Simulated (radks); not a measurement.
Values are calculated unless marked as measured or tabulated.
Task: The mean radii <r> (bohr) of the occupied orbitals of an atom or ion are listed with their occupations. Code: a radial shooting solver on a logarithmic mesh with Libxc functionals. Model: non-relativistic Kohn-Sham, PBE, spin-polarised, spherical densities, point nucleus.

| orbital | occ. | <r> |
|---|---|---|
| 1s | 2 | 0.07737 |
| 2s | 2 | 0.3668 |
| 2p | 6 | 0.3286 |
| 3s | 2 | 1.162 |
| 3p | 6 | 1.272 |
| 4s | 2 | 4.036 |

Name the element and its charge. Open shells, if any, are filled with parallel spins first.

Result: Z = 20, calcium, charge 0: Ca in [Ar] 4s2. The 1s radius gives Z: for a bare nucleus <r> = 1.5/Z, 0.075 bohr for Z = 20, and screening makes it slightly larger (0.07737 here). The occupations add up to 20, and the charge is Z minus that.
